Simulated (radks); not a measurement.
Values are calculated unless marked as measured or tabulated.
Excited configurations of the silicon ion Si3+: one electron is placed in a higher orbital outside [Ne]. The ground configuration is [Ne] 3s1. Level of theory: scalar-relativistic Kohn-Sham, LDA (Slater exchange, Perdew-Wang correlation), spin-polarised, spherical densities, finite nucleus; open shells are filled with parallel spins first; Fermi nuclear charge, rms radius 3.1224 fm (a radial shooting solver on a logarithmic mesh with Libxc functionals). Excitation = E - E(ground); binding = E(ion) - E, where the ion is the core of charge +4; n* = 4/sqrt(2 binding) in atomic units, and the quantum defect is n - n*.

outer orbital  excitation (eV)  binding (eV)     n*  quantum defect  <r> (bohr)
5p                      34.316        11.323  4.385           0.615       7.097
6p                      38.047         7.591  5.355           0.645       10.73
6d                      39.063         6.576  5.754           0.246       11.91
7s                      39.759         5.879  6.085           0.915       14.18
7p                      40.192         5.446  6.322           0.678       15.09

The Delta-SCF ionisation energy is 45.638 eV (NIST Atomic Spectra Database: 45.142 eV, measured). Self-interaction in the functional shifts the binding energies and quantum defects, so they are the method's values and not measured ones.
